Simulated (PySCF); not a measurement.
The PySCF input:
```python
from pyscf import gto, scf, mcscf
import numpy

mol = gto.Mole()
mol.atom = '''
    Te   -0.00000000   -0.00000000   -1.30099916
    Te    0.00000000    0.00000000    3.38259782
'''
mol.basis = 'def2-svp'
mol.ecp = {'Te': 'def2-svp'}
mol.spin = 2
mol.verbose = 3
mol.build()

mf = scf.ROHF(mol)
mf.kernel()
mc = mcscf.CASSCF(mf, 4, 4)
mc.fix_spin_(ss=2.0)
mc = mc.state_average_([0.5, 0.5])
mc.kernel()
```

Problem. What does this run give for the SCF-reference dipole moment, total energy of the lowest state, number of basis functions, SCF-reference Mulliken (on the basis functions themselves) charges in atom order?

Solution. 
```yaml
SCF-reference dipole moment: 0.00 D
total_energy_of_the_lowest_state: -533.875402 Ha
number_of_basis_functions: 52
SCF-reference Mulliken (on the basis functions themselves) charges in atom order: Te1 0.00, Te2 0.00
```

These values belong to the state on which the SCF converged, which isn't shown to be the lowest.
